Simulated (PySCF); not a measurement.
hydroxymethyl(methoxy)borinic acid (C₂H₇BO₃), SMILES O(B(CO)O)C. Atoms are numbered in the order given.

```xyz
13

C      2.4757    -0.1248    -0.2481
O      1.2696     0.6080    -0.1377
B      0.0639     0.0121     0.0293
O     -0.0803    -1.3405     0.0691
C     -1.2466     0.8983     0.2074
O     -2.4197     0.0609     0.1678
H      2.3012    -1.2111    -0.2148
H      3.1504     0.1556     0.5773
H      2.9711     0.1311    -1.1989
H     -1.0260    -1.5186     0.2177
H     -1.2317     1.3850     1.1992
H     -1.3052     1.7245    -0.5250
H     -2.7115     0.0051    -0.7507
```

Geometry optimised at B3LYP-D3(BJ)/def2-SVP. One conformer was computed; it need not be the lowest.

Two levels are set side by side: PBE/pcSseg-1 (PySCF) and KT2/pcSseg-1 (PySCF). GIAO shifts against BF3 (¹¹B), H2O (¹⁷O), TMS (¹H), TMS (¹³C) at the same level; non-relativistic, no solvent, atoms listed together averaged. Differences are taken from unrounded values.

```json
[
 {"quantity": "δ(¹³C) of C1 (ppm)", "KT2": "55.2", "PBE": "56.1", "PBE minus KT2": "0.9"},
 {"quantity": "δ(¹⁷O) of O2 (ppm)", "KT2": "92.6", "PBE": "103.1", "PBE minus KT2": "10.5"},
 {"quantity": "δ(¹¹B) of B3 (ppm)", "KT2": "17.0", "PBE": "17.8", "PBE minus KT2": "0.7"},
 {"quantity": "δ(¹⁷O) of O4 (ppm)", "KT2": "130.6", "PBE": "140.0", "PBE minus KT2": "9.4"},
 {"quantity": "δ(¹³C) of C5 (ppm)", "KT2": "56.7", "PBE": "58.7", "PBE minus KT2": "2.0"},
 {"quantity": "δ(¹⁷O) of O6 (ppm)", "KT2": "12.1", "PBE": "14.9", "PBE minus KT2": "2.8"},
 {"quantity": "δ(¹H) of H10 (ppm)", "KT2": "6.37", "PBE": "6.51", "PBE minus KT2": "0.14"},
 {"quantity": "δ(¹H) of H11, H12 (ppm)", "KT2": "3.62", "PBE": "3.66", "PBE minus KT2": "0.05"},
 {"quantity": "δ(¹H) of H13 (ppm)", "KT2": "-0.37", "PBE": "-0.35", "PBE minus KT2": "0.02"}
]
```

Rough cost on one machine, each run with all the roots and properties that it gave: KT2 against PBE within a factor of 2.
